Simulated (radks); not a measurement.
Results of a calculation; reference values are marked as such.
Spherical quantum dot in the effective-mass picture: electrons in a hard-walled sphere of radius 2.48, with a point charge +2 (a donor) at the centre, all in effective atomic units (hartree* = m*/eps^2 hartree, bohr* = eps/m* bohr), one dielectric constant everywhere. Level of theory: non-relativistic Kohn-Sham, exchange-only LDA, spin-polarised, spherical densities (a radial shooting solver with Libxc functionals). Levels are named by radial order and angular momentum (1s, 1p, 1d, 2s, ...), and open shells are averaged over m.

N = 17, configuration 1s2 1p6 1d(up 5, down 2) 2s2. This is the lowest configuration that the search found. Occupied and some empty levels:

level,occupation,eigenvalue (hartree*),<r> (bohr*)
1s up,1,8.5901,1.304
1s down,1,8.6568,1.282
1p up,3,9.3189,1.611
1p down,3,9.4071,1.608
1d up,5,10.188,1.710
2s up,1,10.276,1.079
1d down,2,10.280,1.709
2s down,1,10.318,1.095
1f up,0,11.300,1.778
1f down,0,11.394,1.778
2p up,0,12.592,1.268
1g up,0,12.645,1.831
2p down,0,12.646,1.267
1g down,0,12.738,1.831

Energy (hartree*): total 85.4732, kinetic 39.246, external -27.653, Hartree 83.132, exchange-correlation -9.2523.
